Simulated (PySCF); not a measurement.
Work out the structure from these simulated measurements.

Elements present: C, F, H, N and O. Monoisotopic mass: 113.0088 u.

* Rotational structure: rotational constants A, B, C: 3.813, 2.509, 2.056 GHz [PBE0-D3(BJ)/def2-TZVP]
* Dipole: 3.99 D [B97-2/pcSseg-2]
* 13C NMR: chemical shifts (computed TMS as zero) by class: 164.2 (1 C), 126.3 (1 C) ppm [GIAO B97-2/pcSseg-2]
* NMR, other nuclei: isotropic shieldings of nuclei other than C and H, by class: 155 (1 N), -63 (1 O), 264 (3 F) ppm [GIAO B97-2/pcSseg-2]
* 1H NMR: chemical shifts (computed TMS as zero) by class: 5.97 (1 H), 4.90 (1 H) ppm [GIAO B97-2/pcSseg-2]

Electronic properties: PySCF, gas phase, density fitting. Levels stand in brackets. Geometry: PBE0-D3(BJ)/def2-TZVP, one conformer, isolated molecule. NMR values are class means; diastereotopic atoms form classes of their own.

Task: Which formula fits the mass and the elements?

Result: C2H2F3NO (calculated 113.0088). No other formula that holds each of these elements comes within 0.0003 u with a fitting electron parity and a possible valence count.

Task: What is the compound? Reason from the data.

Result: Numbering: `[NH2:1][C:2](=[O:3])[C:4]([F:5])([F:6])[F:7]`. Its formula, C2H2F3NO, gives 1 degree of unsaturation: 0 rings and 1 π bond in the structure found. 2 carbons fall into 2 classes; from least to most shielded: amide carbonyl carbon [C2] (164.2 ppm), CF3 carbon [C4] (126.3 ppm). Hydrogen classes from least to most shielded: 1 H on an amide nitrogen, N1 (5.97 ppm), 1 H on an amide nitrogen, N1 (4.90 ppm). The other shieldings belong to: 155 ppm, amide nitrogen [N1]; -63 ppm, amide oxygen [O3]; 264 ppm, fluorine of a CF3 group [F5/F6/F7]. By its constants the optimised geometry is an asymmetric top. Structure: CF3C(O)NH2, `NC(=O)C(F)(F)F`. The assignments are read from this structure; whether some other isomer fits the data as well wasn't checked.

Shape of the structure used: `[NH2:1][C:2](=[O:3])[C:4]([F:5])([F:6])[F:7]`: N1–C2–C4–F5 -131°, H–N1–C2–O3 -1°, H–N1–C2–O3 -177°.
